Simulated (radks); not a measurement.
The table gives one normalised radial function P(r) = r R(r) (large component) of Pm57+ in 1s1 2s2 3d1 (r in bohr). Calculated with a radial shooting solver on a logarithmic mesh with Libxc functionals: Dirac Kohn-Sham, LDA (Slater exchange, Perdew-Wang correlation), spin-unpolarised, spherical densities, point nucleus; open shells fill j = l - 1/2 first.

| r | P |
|---|---|
| 0.001247 | 1.4268 |
| 0.001384 | 1.5531 |
| 0.001535 | 1.6890 |
| 0.001703 | 1.8349 |
| 0.00189 | 1.9912 |
| 0.002097 | 2.1581 |
| 0.002327 | 2.3357 |
| 0.002603 | 2.5391 |
| 0.002888 | 2.7388 |
| 0.003205 | 2.9487 |
| 0.003556 | 3.1679 |
| 0.003946 | 3.3955 |
| 0.004378 | 3.6299 |
| 0.004858 | 3.8693 |
| 0.00539 | 4.1114 |
| 0.005981 | 4.3531 |
| 0.006637 | 4.5908 |
| 0.007364 | 4.8204 |
| 0.008171 | 5.0370 |
| 0.009067 | 5.2351 |
| 0.01006 | 5.4086 |
| 0.01116 | 5.5510 |
| 0.01239 | 5.6554 |
| 0.01374 | 5.7150 |
| 0.01525 | 5.7233 |
| 0.01692 | 5.6744 |
| 0.01878 | 5.5637 |
| 0.02083 | 5.3882 |
| 0.0233 | 5.1262 |
| 0.02586 | 4.8173 |
| 0.02869 | 4.4509 |
| 0.03184 | 4.0357 |
| 0.03533 | 3.5836 |
| 0.0392 | 3.1094 |
| 0.04349 | 2.6296 |
| 0.04826 | 2.1614 |
| 0.05355 | 1.7214 |
| 0.05942 | 1.3238 |
| 0.06593 | 0.9792 |
| 0.07316 | 0.6938 |
| 0.08118 | 0.4686 |
| 0.09007 | 0.3002 |
| 0.09995 | 0.1813 |
| 0.1109 | 0.1026 |
| 0.1231 | 0.0540 |
| 0.1365 | 0.0262 |
| 0.1515 | 0.0117 |
| 0.1681 | 0.0047 |
| 0.1865 | 0.0017 |
| 0.2086 | 0.0005 |
| 0.2315 | 0.0001 |
| 0.2569 | 0.0000 |
| 0.285 | 0.0000 |
| 0.3163 | 0.0000 |
| 0.3509 | 0.0000 |
| 0.3894 | 0.0000 |
| 0.4321 | 0.0000 |
| 0.4794 | 0.0000 |
| 0.532 | 0.0000 |
| 0.5903 | 0.0000 |

Which n and l does it have? It may be an empty orbital.

Answer. n = 1, l = 0: the number of nodes gives n - l - 1 = 0, the rise at small r points to l (this Dirac orbital starts as r^gamma with gamma = sqrt((l + 1)^2 - (Z/c)^2) = 0.90; the j = 1/2 orbital of l + 1 starts with the same power, but with a smaller coefficient, and then steepens), and the extent must fit the shell. The curve is that of 1s1/2. 1s1/2: eigenvalue -51907 eV, 0 radial nodes, <r> = 0.0230 bohr, 90 % of the charge inside 0.0414 bohr.
